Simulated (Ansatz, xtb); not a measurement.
# FH6SSi2+: which of two structures lies lower

Structure X: a singlet given by its coordinates. Structure Y: `F[SiH2][SiH2][SH2+]`, a singlet. Both are isolated ions in the gas phase, relaxed with B3LYP/6-31G*; the shapes shown needn't be the lowest conformers.

X (Å):

```yaml
atoms:
  - { symbol: F, position_ang: [-1.9549, 0.5934, -0.9088] }
  - { symbol: S, position_ang: [-0.0190, 0.8450, -3.4208] }
  - { symbol: Si, position_ang: [-1.8339, 1.4062, -2.5466] }
  - { symbol: Si, position_ang: [-1.8441, -0.9137, 0.0407] }
  - { symbol: H, position_ang: [0.7336, 1.8045, -2.8347] }
  - { symbol: H, position_ang: [-2.9702, 0.7568, -3.2118] }
  - { symbol: H, position_ang: [-1.9669, 2.7905, -2.0741] }
  - { symbol: H, position_ang: [-0.4484, -0.8858, 0.5013] }
  - { symbol: H, position_ang: [-2.1637, -1.9371, -0.9671] }
  - { symbol: H, position_ang: [-2.8726, -0.6703, 1.0612] }
```

Close contacts (Å): F1–Si3 1.83, F1–Si4 1.78, S2–Si3 2.09, S2–H5 1.35, Si3–H6 1.47, Si3–H7 1.47, Si4–H8 1.47, Si4–H9 1.47, Si4–H10 1.47.

Y (Å):

```
atom    x (Å)    y (Å)    z (Å)
   F   0.5253   0.3119  -3.1763
   S  -2.4798  -0.2293  -2.5692
  Si   1.0132  -0.8226  -2.1253
  Si  -1.0530  -1.2592  -1.0165
   H   1.4627  -2.0393  -2.8289
   H   1.9812  -0.2687  -1.1585
   H  -1.6576  -2.6080  -1.0581
   H  -1.3823  -0.5404   0.2341
   H  -2.0770   1.0557  -2.4515
   H  -3.6034  -0.0763  -1.8310
```

Q: Estimate which is lower in electronic energy at CCSD(T)/def2-SVP + ΔMP2/def2-TZVPP, and by roughly how much.

A: The CCSD(T)/def2-SVP + ΔMP2/def2-TZVPP calculation puts structure X lower, by 9.4 kcal/mol.

Level by level:

| level | geometry | E(Y) − E(X) (kcal/mol) | departure from the last row (kcal/mol) | job, with rough time for the two |
| --- | --- | --- | --- | --- |
| B3LYP/6-31G* | B3LYP/6-31G* | +10.9 | +1.4 | optimisation, 3.7 min |
| HF/def2-SVP | B3LYP/6-31G* | +18.0 | +8.5 | part of the CCSD(T) run |
| MP2/def2-SVP | B3LYP/6-31G* | +15.0 | +5.6 | part of the CCSD(T) run |
| CCSD(T)/def2-SVP | B3LYP/6-31G* | +13.7 | +4.2 | single point |
| CCSD(T)/def2-SVP + ΔMP2/def2-TZVPP | B3LYP/6-31G* | +9.4 |  | single point, 45 s |

The levels shown agree on the order. The largest departure from CCSD(T)/def2-SVP + ΔMP2/def2-TZVPP is that of HF/def2-SVP, 8.5 kcal/mol. Levels run at GFN2-xTB geometries aren't shown. The last row adds to CCSD(T) the change of the MP2 difference between the two basis sets, here −4.2 kcal/mol, a large step that makes the value less sure.

With harmonic frequencies from B3LYP/6-31G* (ideal gas, rigid rotor, one conformer each, 298.15 K, 1 atm): on the last row, ΔE + ΔZPE = +10.2 kcal/mol. A mode under 50 cm⁻¹ makes harmonic enthalpies and free energies unreliable, so none is given.

The correlated steps freeze 16 core orbitals. Run with Ansatz 0.2.0; the last row on 1 thread of Intel(R) Xeon(R) Platinum 8488C (Sapphire Rapids) on a shared host.
